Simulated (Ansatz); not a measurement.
The same ligand exchange along the group V, Nb, Ta.

Gas-phase electronic energies from Ansatz, PBE0-D4/def2-TZVP geometries. CCSD(T)/CBS adds triple-zeta CCSD(T) − MP2 to the extrapolated MP2 energy (def2 sets, frozen cores). This one scheme is used for every species. DFT in def2-TZVPP. Elements past krypton have def2 core potentials. For Nb, Ta, V outer-core shells are correlated without core-valence functions, which leaves a few kJ/mol of doubt a bond. Scalar relativity is left out up to krypton. Each species was taken in one conformer, which may not be the lowest.

| reaction | ωB97M-V (kcal/mol) |
| --- | --- |
| `[NH]=[V]([NH2])([NH2])[Cl]` + H–F → `[NH]=[V]([NH2])([NH2])[F]` + HCl | -0.3 |
| `[NH]=[Nb]([NH2])([NH2])[Cl]` + H–F → `[NH]=[Nb]([NH2])([NH2])[F]` + HCl | -0.6 |
| `[NH]=[Ta]([NH2])([NH2])[Cl]` + H–F → `[NH]=[Ta]([NH2])([NH2])[F]` + HCl | -1.8 |

Give the CCSD(T)/CBS values in the same order. (An estimate is asked.)

The calculation gave: 3.2, 2.5, 1.0 kcal/mol.

Largest T1 diagnostic: 0.031, for `[NH]=[V]([NH2])([NH2])[Cl]`, so its coupled-cluster energy is less sure.
